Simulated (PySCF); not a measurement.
C2H11NSi2.
InChI=1S/C2H11NSi2/c3-5-2-1-4/h1-3,5H2,4H3

Torsions of this conformer, `[NH2:1][SiH2:2][CH2:3][CH2:4][SiH3:5]`: N1–Si2–C3–C4 -168°, Si2–C3–C4–Si5 -65°, H–N1–Si2–C3 61°, H–N1–Si2–C3 -159°.

The closed-shell ground state was solved at several levels (PySCF, density fitting, gas phase, non-relativistic). Isolated species at its PBE0-D3(BJ)/def2-SVP geometry (one conformer only).

```csv
level,basis functions,HOMO (eV),LUMO (eV),gap (eV),dipole (D)
CAM-B3LYP/def2-SVPD,196,-8.76,1.02,9.78,1.68
PBE0/pcSseg-1,154,-7.28,0.60,7.88,1.81
```

**Question.** Estimate the row for KT2/pcSseg-2, a basis of 348 functions; the other rows only guide the guess.

**Answer.** HOMO -6.07 eV, LUMO -0.74 eV, gap 5.33 eV, dipole 1.72 D.

**Question.** Over all these levels, which gives the widest orbital gap and which the narrowest?

**Answer.** CAM-B3LYP/def2-SVPD (range-separated hybrid) has the widest, 9.78 eV, and KT2/pcSseg-2 (GGA) the narrowest, 5.33 eV. Functional and basis both differ between the two, so the spread mixes both effects.

**Question.** How far do the dipole and the HOMO energy spread over the levels?

**Answer.** The dipole runs from 1.68 to 1.81 D (mean 1.74 D) and the HOMO from -8.76 to -6.07 eV.
